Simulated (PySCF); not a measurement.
PySCF input for Ge(H)(OMe) (CH₄GeO), SMILES C[O][GeH] (connectivity only; charge and spin as stated), neutral, multiplicity 1, ωB97X-D3(BJ)/def2-TZVP. 

```python
import numpy as np
from pyscf import gto, scf, dft
from pyscf.geomopt import geometric_solver

mol = gto.M(
    atom='''
    Ge   -0.28485127   -0.43567927    0.63516048
    H    -1.48816917   -0.83114763   -0.48772259
    O     0.65877514    0.60221895   -0.40261641
    C     0.59532015    1.06400149   -1.73070472
    H     0.52871647    2.15433278   -1.72689514
    H     1.50586076    0.76594411   -2.25558030
    H    -0.27328945    0.65084668   -2.24977779
    ''',
    basis='def2-TZVP',
    charge=0,
    spin=0,
    max_memory=1600,
    verbose=3,
)
mf = dft.RKS(mol, xc='wb97x-d3bj').density_fit(auxbasis='def2-universal-jkfit')
mf.grids.level = 3
mf.conv_tol = 1e-9
mf.max_cycle = 100
mf.kernel()
grad = mf.nuc_grad_method()
grad.grid_response = mol.nao <= 150
conv, mol_eq = geometric_solver.kernel(grad, convergence_set='GAU_TIGHT', maxsteps=100)
print(mol_eq.tostring(format='xyz'))
mf.reset(mol_eq)
mf.kernel()
```

Output:

```
converged SCF energy = -2192.74894555876
[banner and settings of the optimiser left out]
Geometry optimization cycle 1
Cartesian coordinates (Angstrom)
 Atom        New coordinates             dX        dY        dZ
  Ge  -0.284851  -0.435679   0.635160    0.000000  0.000000  0.000000
   H  -1.488169  -0.831148  -0.487723    0.000000  0.000000  0.000000
   O   0.658775   0.602219  -0.402616    0.000000  0.000000  0.000000
   C   0.595320   1.064001  -1.730705   -0.000000  0.000000  0.000000
   H   0.528716   2.154333  -1.726895    0.000000 -0.000000  0.000000
   H   1.505861   0.765944  -2.255580    0.000000  0.000000  0.000000
   H  -0.273289   0.650847  -2.249778    0.000000  0.000000  0.000000

WARN: Mole.unit (angstrom) is changed to Bohr

converged SCF energy = -2192.74894555877
--------------- DFRKS_Scanner gradients ---------------
         x                y                z
0 Ge     0.0179734052     0.0093067267     0.0077264595
1 H    -0.0117850400    -0.0045599726    -0.0091275568
2 O    -0.0117586966    -0.0076414855    -0.0010062228
3 C     0.0042019540     0.0030591935    -0.0003908345
4 H    -0.0001091386    -0.0007482149     0.0005293185
5 H    -0.0004285096    -0.0001642600     0.0007353266
6 H     0.0019060302     0.0007480012     0.0015335829
----------------------------------------------
cycle 1: E = -2192.74894556  dE = -2192.75  norm(grad) = 0.0307463
Step    0 : Gradient = 1.162e-02/2.166e-02 (rms/max) Energy = -2192.7489455588
Hessian Eigenvalues: 2.30000e-02 2.30000e-02 5.00000e-02 ... 3.45326e-01 3.45401e-01 4.43980e-01

Geometry optimization cycle 2
Cartesian coordinates (Angstrom)
 Atom        New coordinates             dX        dY        dZ
  Ge  -0.314774  -0.444965   0.612479   -0.029923 -0.009286 -0.022682
   H  -1.403235  -0.756941  -0.539508    0.084934  0.074207 -0.051785
   O   0.681506   0.609327  -0.378690    0.022731  0.007108  0.023926
   C   0.583247   1.049546  -1.713958   -0.012073 -0.014456  0.016747
   H   0.509485   2.140443  -1.729851   -0.019231 -0.013890 -0.002955
   H   1.483001   0.751081  -2.258936   -0.022859 -0.014863 -0.003355
   H  -0.296868   0.622027  -2.209679   -0.023578 -0.028819  0.040099
converged SCF energy = -2192.7514561704
--------------- DFRKS_Scanner gradients ---------------
         x                y                z
0 Ge     0.0048164500     0.0029622135     0.0009358282
1 H     0.0000144026     0.0000789969    -0.0002276872
2 O    -0.0088590644    -0.0054029684    -0.0018458454
3 C     0.0041182594     0.0026379644     0.0005220807
4 H    -0.0000241437    -0.0001776001     0.0001758296
5 H    -0.0000921919    -0.0000341184     0.0002333982
6 H     0.0000262833    -0.0000644870     0.0002063676
----------------------------------------------
cycle 2: E = -2192.75145617  dE = -0.00251061  norm(grad) = 0.0129752
Step    1 : Displace = 5.731e-02/1.241e-01 (rms/max) Trust = 1.000e-01 (=) Grad = 4.904e-03/1.054e-02 (rms/max) E (change) = -2192.7514561704 (-2.511e-03) Quality = 1.297
Hessian Eigenvalues: 2.29988e-02 2.30012e-02 4.99994e-02 ... 3.45370e-01 3.45687e-01 4.43784e-01

Geometry optimization cycle 3
Cartesian coordinates (Angstrom)
 Atom        New coordinates             dX        dY        dZ
  Ge  -0.325929  -0.442168   0.586426   -0.011154  0.002797 -0.026053
   H  -1.366681  -0.710471  -0.596677    0.036554  0.046470 -0.057169
   O   0.722085   0.628353  -0.354056    0.040578  0.019026  0.024634
   C   0.576206   1.037895  -1.696167   -0.007042 -0.011651  0.017791
   H   0.489573   2.127844  -1.735889   -0.019912 -0.012599 -0.006039
   H   1.461452   0.738411  -2.264992   -0.021550 -0.012670 -0.006057
   H  -0.314343   0.590654  -2.156784   -0.017475 -0.031374  0.052894
converged SCF energy = -2192.75211498826
--------------- DFRKS_Scanner gradients ---------------
         x                y                z
0 Ge    -0.0011924661     0.0000469299    -0.0022094196
1 H     0.0023573896     0.0006816965     0.0024399056
2 O    -0.0023533090    -0.0007796085    -0.0023344183
3 C     0.0020878105     0.0006018329     0.0022288525
4 H    -0.0000760633     0.0000029157     0.0000558065
5 H    -0.0000200943    -0.0000636691     0.0000326583
6 H    -0.0008032631    -0.0004901125    -0.0002133966
----------------------------------------------
cycle 3: E = -2192.75211499  dE = -0.000658818  norm(grad) = 0.00636479
Step    2 : Displace = 4.785e-02/8.262e-02 (rms/max) Trust = 1.414e-01 (+) Grad = 2.406e-03/3.461e-03 (rms/max) E (change) = -2192.7521149883 (-6.588e-04) Quality = 1.161
Hessian Eigenvalues: 2.29956e-02 2.30009e-02 4.99969e-02 ... 3.45387e-01 3.46404e-01 4.48240e-01

Geometry optimization cycle 4
Cartesian coordinates (Angstrom)
 Atom        New coordinates             dX        dY        dZ
  Ge  -0.323651  -0.439969   0.584347    0.002278  0.002199 -0.002078
   H  -1.365938  -0.702726  -0.614970    0.000743  0.007745 -0.018293
   O   0.735161   0.634642  -0.345773    0.013076  0.006289  0.008284
[...]
   C   0.541152   1.003851  -1.744340    0.011164 -0.001023  0.006356
   H   0.448931   2.089114  -1.847584    0.030574  0.000754  0.006633
   H   1.386652   0.668033  -2.351985    0.012800 -0.014300  0.015802
   H  -0.375859   0.529156  -2.111176    0.007448  0.014626 -0.004977
converged SCF energy = -2192.75220477205
--------------- DFRKS_Scanner gradients ---------------
         x                y                z
0 Ge    -0.0000436560     0.0000168005     0.0000316379
1 H     0.0000128181    -0.0000145779     0.0000017337
2 O     0.0000553387    -0.0000398249     0.0000355666
3 C     0.0000055026     0.0000127856    -0.0000160819
4 H    -0.0000184932     0.0000393864    -0.0000012555
5 H     0.0000200577    -0.0000027078    -0.0000327540
6 H    -0.0000315681    -0.0000118424    -0.0000188992
----------------------------------------------
cycle 27: E = -2192.75220477  dE = -1.78886e-06  norm(grad) = 0.00012168
Step   26 : Displace = 4.255e-03/5.156e-03 (rms/max) Trust = 4.263e-03 (x) Grad = 4.630e-05/7.707e-05 (rms/max) E (change) = -2192.7522047721 (+4.382e-07) Quality = -2.092
Not rejecting step - energy change meets convergence criteria
Hessian Eigenvalues: 2.28929e-04 3.23382e-03 1.02248e-02 ... 3.42248e-01 3.45414e-01 5.17448e-01

Geometry optimization cycle 28
Cartesian coordinates (Angstrom)
 Atom        New coordinates             dX        dY        dZ
  Ge  -0.228111  -0.335349   0.663625   -0.014812 -0.001957 -0.004108
   H  -1.339310  -0.662674  -0.456596   -0.010417  0.006243 -0.010962
   O   0.778949   0.679120  -0.383110   -0.005025 -0.003064  0.004229
   C   0.546547   1.003183  -1.741289    0.005395 -0.000668  0.003051
   H   0.463998   2.089171  -1.844602    0.015067  0.000056  0.002982
   H   1.392670   0.660565  -2.344214    0.006018 -0.007468  0.007771
   H  -0.372195   0.536179  -2.113513    0.003664  0.007023 -0.002337
converged SCF energy = -2192.75220518906
--------------- DFRKS_Scanner gradients ---------------
         x                y                z
0 Ge    -0.0000150449    -0.0000033021     0.0000162776
1 H     0.0000020300     0.0000006496     0.0000011965
2 O     0.0000201143    -0.0000095606     0.0000083249
3 C    -0.0000005662     0.0000063602    -0.0000105843
4 H    -0.0000062560     0.0000141992    -0.0000003415
5 H     0.0000087665    -0.0000023955    -0.0000090691
6 H    -0.0000090406    -0.0000059341    -0.0000058147
----------------------------------------------
cycle 28: E = -2192.75220519  dE = -4.17009e-07  norm(grad) = 4.22226e-05
Step   27 : Displace = 2.141e-03/2.652e-03 (rms/max) Trust = 2.128e-03 (-) Grad = 1.553e-05/2.230e-05 (rms/max) E (change) = -2192.7522051891 (-4.170e-07) Quality = 1.822
Hessian Eigenvalues: 2.03099e-04 3.22180e-03 9.66783e-03 ... 3.42322e-01 3.45410e-01 4.98604e-01

Geometry optimization cycle 29
Cartesian coordinates (Angstrom)
 Atom        New coordinates             dX        dY        dZ
  Ge  -0.237690  -0.336548   0.660909   -0.009579 -0.001200 -0.002716
   H  -1.345497  -0.659393  -0.463979   -0.006187  0.003280 -0.007383
   O   0.775738   0.677088  -0.380407   -0.003211 -0.002032  0.002703
   C   0.549932   1.002886  -1.739237    0.003384 -0.000297  0.002052
   H   0.473539   2.089314  -1.842346    0.009541  0.000143  0.002256
   H   1.396361   0.656064  -2.339293    0.003691 -0.004501  0.004922
   H  -0.369900   0.540892  -2.114943    0.002295  0.004713 -0.001431
converged SCF energy = -2192.75220524391
--------------- DFRKS_Scanner gradients ---------------
         x                y                z
0 Ge    -0.0000015497    -0.0000006674     0.0000012339
1 H    -0.0000006100     0.0000022505     0.0000008188
2 O     0.0000027281    -0.0000023537    -0.0000039278
3 C    -0.0000022336     0.0000023629    -0.0000027349
4 H     0.0000004370    -0.0000025934    -0.0000000517
5 H    -0.0000007675     0.0000004306     0.0000031508
6 H     0.0000019863     0.0000005724     0.0000014804
----------------------------------------------
cycle 29: E = -2192.75220524  dE = -5.48475e-08  norm(grad) = 9.00132e-06
Step   28 : Displace = 1.470e-03/1.806e-03 (rms/max) Trust = 3.009e-03 (+) Grad = 2.961e-06/3.963e-06 (rms/max) E (change) = -2192.7522052439 (-5.485e-08) Quality = 1.546
Hessian Eigenvalues: 1.83660e-04 3.23418e-03 9.62414e-03 ... 3.42422e-01 3.45413e-01 5.03278e-01

Geometry optimization cycle 30
Cartesian coordinates (Angstrom)
 Atom        New coordinates             dX        dY        dZ
  Ge  -0.238732  -0.336673   0.660618   -0.001042 -0.000125 -0.000291
   H  -1.346072  -0.659187  -0.464828   -0.000575  0.000206 -0.000850
   O   0.775391   0.676870  -0.380108   -0.000347 -0.000218  0.000299
   C   0.550284   1.002880  -1.739003    0.000352 -0.000006  0.000234
   H   0.474554   2.089362  -1.842056    0.001014  0.000049  0.000290
   H   1.396729   0.655619  -2.338788    0.000368 -0.000445  0.000504
   H  -0.369678   0.541443  -2.115086    0.000223  0.000551 -0.000142
converged SCF energy = -2192.75220524267
--------------- DFRKS_Scanner gradients ---------------
         x                y                z
0 Ge    -0.0000007302     0.0000024064    -0.0000004204
1 H    -0.0000004685     0.0000009466     0.0000000164
2 O     0.0000009638    -0.0000035632    -0.0000007248
3 C    -0.0000000530    -0.0000002406     0.0000008284
4 H     0.0000005098    -0.0000004875    -0.0000001205
5 H    -0.0000004196     0.0000002129     0.0000001903
6 H     0.0000001926     0.0000007099     0.0000002479
----------------------------------------------
cycle 30: E = -2192.75220524  dE = 1.2401e-09  norm(grad) = 4.88735e-06
Step   29 : Displace = 1.955e-04/2.897e-04 (rms/max) Trust = 4.255e-03 (+) Grad = 9.372e-07/1.547e-06 (rms/max) E (change) = -2192.7522052427 (+1.240e-09) Quality = -1.738
Not rejecting step - energy change meets convergence criteria
Hessian Eigenvalues: 1.99856e-04 3.21262e-03 9.64829e-03 ... 3.45406e-01 3.45798e-01 4.98965e-01

Geometry optimization cycle 31
Cartesian coordinates (Angstrom)
 Atom        New coordinates             dX        dY        dZ
  Ge  -0.238704  -0.336666   0.660629    0.000028  0.000007  0.000011
   H  -1.346035  -0.659231  -0.464811    0.000037 -0.000044  0.000017
   O   0.775402   0.676879  -0.380116    0.000011  0.000009 -0.000009
   C   0.550270   1.002887  -1.739010   -0.000014  0.000008 -0.000007
   H   0.474525   2.089370  -1.842058   -0.000029  0.000008 -0.000002
   H   1.396710   0.655635  -2.338809   -0.000019  0.000016 -0.000021
   H  -0.369692   0.541439  -2.115077   -0.000015 -0.000004  0.000009
converged SCF energy = -2192.75220524272
--------------- DFRKS_Scanner gradients ---------------
         x                y                z
0 Ge    -0.0000036951    -0.0000006135     0.0000030165
1 H    -0.0000002105     0.0000007297     0.0000005734
2 O     0.0000039101    -0.0000015132    -0.0000021132
3 C    -0.0000004167     0.0000013480    -0.0000031955
4 H     0.0000003652     0.0000000938     0.0000006099
5 H     0.0000000182    -0.0000002976     0.0000002800
6 H     0.0000000135     0.0000002567     0.0000008926
----------------------------------------------
cycle 31: E = -2192.75220524  dE = -5.36602e-11  norm(grad) = 7.73465e-06
Step   30 : Displace = 1.115e-05/1.866e-05 (rms/max) Trust = 9.774e-05 (-) Grad = 2.347e-06/4.201e-06 (rms/max) E (change) = -2192.7522052427 (-5.366e-11) Quality = 1.901
Hessian Eigenvalues: 1.99856e-04 3.21262e-03 9.64829e-03 ... 3.45406e-01 3.45798e-01 4.98965e-01
Converged! =D

7
XYZ from PySCF
Ge         -0.23870421       -0.33666621        0.66062922
H          -1.34603478       -0.65923134       -0.46481114
O           0.77540182        0.67687885       -0.38011646
C           0.55027040        1.00288750       -1.73900981
H           0.47452457        2.08937021       -1.84205827
H           1.39671004        0.65563492       -2.33880915
H          -0.36969224        0.54143886       -2.11507703
converged SCF energy = -2192.75220524285
```

The calculation finished and met its thresholds.
